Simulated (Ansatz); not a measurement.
Geometry optimisation, Ansatz, RKS CAM-B3LYP/def2-SVP.

Input file:

```yaml
crystal:
  periodic: [false, false, false]
  atoms:
    - { symbol: B, position_ang: [0.028882, 0.502558, -0.475614] }
    - { symbol: "N", position_ang: [0.003521, 0.022452, 2.223016] }
    - { symbol: H, position_ang: [-0.782175, -0.460374, 2.657275] }
    - { symbol: H, position_ang: [0.825744, -0.145868, 2.801184] }
    - { symbol: O, position_ang: [1.263192, 0.086175, -0.763902] }
    - { symbol: H, position_ang: [1.305239, -0.865989, -0.924467] }
    - { symbol: F, position_ang: [-1.047708, -0.248031, -0.611342] }
    - { symbol: Br, position_ang: [-0.242799, 2.452024, -0.093832] }
    - { symbol: H, position_ang: [-0.198197, 1.038652, 2.269182] }
basis:
  gaussian: { orbitals: def2-SVP }
hamiltonian:
  xc: cam_b3lyp
relax:
  f_tol: 0.03
  max_steps: 50
```

Command:

```bash
$ ansatz run input.yaml --threads 4 --pin off --max-ram 5120MiB --backend cpu --events-out ev --progress --plain --runs-dir out
```

Problem. Where does it end, and by what steps?

Solution. The forces met the threshold. After 16 steps the energy has fallen by 0.744 eV; H4 moved furthest, 0.93 Å. Joined: B1–N2 (2.74 → 1.63 Å).

```tsv
step	energy less start (eV)	largest force component (eV/Å)	accepted
0	0.0000	0.990	yes
1	-0.0809	1.189	yes
2	-0.1763	1.004	yes
3	-0.4062	1.209	yes
4	-0.4438	2.316	yes
5	-0.5707	0.334	yes
6	-0.5920	0.371	yes
7	-0.5683	1.588	no
8	-0.6177	0.320	yes
9	-0.6343	0.674	yes
10	-0.6825	0.382	yes
11	-0.7266	0.216	yes
12	-0.7389	0.138	yes
13	-0.6298	1.448	no
14	-0.7399	0.275	yes
15	-0.7437	0.096	yes
16	-0.7443	0.014	yes
```

```xyz
9
Properties=species:S:1:pos:R:3
B -0.012 0.302 0.221
N -0.032 0.224 1.845
H -0.161 -0.748 2.144
H 0.859 0.572 2.208
O 1.042 -0.531 -0.145
H 1.219 -0.498 -1.090
F -1.273 -0.052 -0.184
Br 0.300 2.309 -0.136
H -0.786 0.804 2.218
```

Run time: 38 s on 4 threads of Arm Neoverse V1, on a shared host, peak memory 0.3 GiB.
